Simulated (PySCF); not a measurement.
A geometry optimisation on `C/C=C/SC(C)(C)C`.

Method: PBE0-D3(BJ)/def2-SVP geometry optimisation, gas phase (PySCF 2.14.0). Start geometry: GFN2-xTB. The input is one job of a driver script: a line of settings, then coordinates in Å.

Command:
```bash
OMP_NUM_THREADS=1 python probes_run.py task.json out
```

Input:
```
{"job": {"xc": "PBE0", "basis": "def2-SVP", "d3": "d3bj", "grid": 1, "shake": 0.01, "kind": "geom"}, "charge": 0, "multiplicity": 1}
C      3.846190     0.111170    -0.351580
C      2.660870    -0.174690     0.530180
C      1.383360     0.058000     0.194880
S      0.091830    -0.271030     1.277410
C     -1.437570    -0.071700     0.176540
C     -2.621710    -0.416570     1.079960
C     -1.337750    -1.035360    -0.984050
C     -1.523870     1.387270    -0.281150
H      3.490820     0.538790    -1.293060
H      4.410690    -0.766530    -0.522000
H      4.470700     0.865340     0.128220
H      2.904810    -0.597990     1.503430
H      1.106860     0.503310    -0.756560
H     -2.548040    -1.442500     1.445590
H     -2.656570     0.227330     1.946600
H     -3.549590    -0.307850     0.535440
H     -1.234190    -2.041810    -0.623650
H     -0.512010    -0.801360    -1.625580
H     -2.259470    -0.980950    -1.577190
H     -2.476590     1.525310    -0.850020
H     -1.584220     2.050970     0.571920
H     -0.689650     1.645220    -0.912620
```

Output:
```
step   0  E = -672.56379808  max force = 0.034214
step   1  E = -672.57059642  max force = 0.006707
step   2  E = -672.57098690  max force = 0.003035
step   3  E = -672.57111681  max force = 0.004352
step   4  E = -672.57135542  max force = 0.002660
step   5  E = -672.57154567  max force = 0.002340
step   6  E = -672.57162116  max force = 0.001352
step   7  E = -672.57167679  max force = 0.000379
step   8  E = -672.57167660  max force = 0.000181
optimisation converged
```

Energies in Eh; «max force» is the largest Cartesian gradient component in Eh/bohr.

Question: How much energy does the optimisation release, in kJ/mol?

Answer: E(step 0) − E(last step) = 0.007879 Eh, which is 20.7 kJ/mol.

Summary of the converged run: final energy -672.57168 Eh after 8 steps; dipole 1.48 D.

Question: Give the final coordinates.

Answer: 0.364 Å rms from the input after alignment:
```
atom  x, y, z in Å
C1     3.7506    0.1780   -0.4580
C2     2.5522   -0.2174    0.3370
C3     1.3643    0.4000    0.2824
S4     0.0456    0.0169    1.3740
C5    -1.4153   -0.0782    0.2364
C6    -2.5742   -0.4575    1.1545
C7    -1.1816   -1.1575   -0.8130
C8    -1.6765    1.2761   -0.4125
H9     3.5276    1.0052   -1.1480
H10    4.1335   -0.6717   -1.0477
H11    4.5769    0.4985    0.1993
H12    2.6650   -1.0627    1.0271
H13    1.2182    1.2471   -0.3999
H14   -2.3940   -1.4275    1.6424
H15   -2.7257    0.3004    1.9383
H16   -3.5041   -0.5351    0.5688
H17   -0.9819   -2.1294   -0.3383
H18   -0.3213   -0.9116   -1.4535
H19   -2.0703   -1.2591   -1.4585
H20   -2.5829    1.2236   -1.0388
H21   -1.8250    2.0564    0.3480
H22   -0.8469    1.5837   -1.0662
```

Hardware: one thread of an Arm Neoverse V1, shared host. Cost: 2.7 min of wall time, 0.76 GiB resident at most.
Labels such as C1 count atoms from 1, the log's own numbers from 0.
